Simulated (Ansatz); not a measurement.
C2H10GeSi can be A, `C[SiH](C)[GeH3]`, or B, `C[SiH2][CH2][GeH3]`.

Isolated molecules relaxed with PBE0-D4/def2-TZVP in Ansatz; ΔE leaves out vibrations. CBS: MP2 limit from def2 TZ/QZ plus the TZ coupled-cluster correction, frozen cores. DFT in def2-TZVPP. For Ge outer-core shells are correlated without core-valence functions, which leaves a few kJ/mol of doubt a bond. Scalar relativity is left out up to krypton. Each species was taken in one conformer, which may not be the lowest.

Q: Which isomer does CCSD(T)/CBS put lower? Give the gap. (Best estimate.)

A: Computed: A, by 23.4 kJ/mol.

Q: Give E(B) − E(A) in kJ/mol with B2PLYP, ωB97M-V, PBE-D4, CCSD/def2-TZVPP, MP2/def2-TZVPP, HF/def2-TZVPP, PBE0-D4. (Best estimate.)

A: Computed: B2PLYP 26.0, ωB97M-V 24.7, PBE-D4 36.3, CCSD/def2-TZVPP 21.5, MP2/def2-TZVPP 18.3, HF/def2-TZVPP 19.2, PBE0-D4 33.1. None reverses the order clearly.

Largest T1 diagnostic: 0.011.

From PBE to PBE0 (25 % exact exchange), in def2-TZVPP and without D4, E(B) − E(A) moves by −3.5 kJ/mol.
